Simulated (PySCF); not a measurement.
A structure optimised at r2SCAN-D4/def2-SVP, used in a PySCF frequency run:

```xyz
7

Se     0.0772    -0.6582     0.7227
Br    -1.1970     1.2786     0.1336
S      1.7998    -0.6171    -0.5706
C      1.1964    -1.3441    -2.1299
H      0.8127    -2.3605    -1.9685
H      2.0649    -1.3751    -2.8059
H      0.4184    -0.7009    -2.5649
```

Problem. Write its SMILES and formula.

Solution. CS[Se]Br, CH3BrSSe

Problem. What are its rotational constants (standard atomic weights)?

Solution. 3.5935, 1.1076, 0.92637 GHz
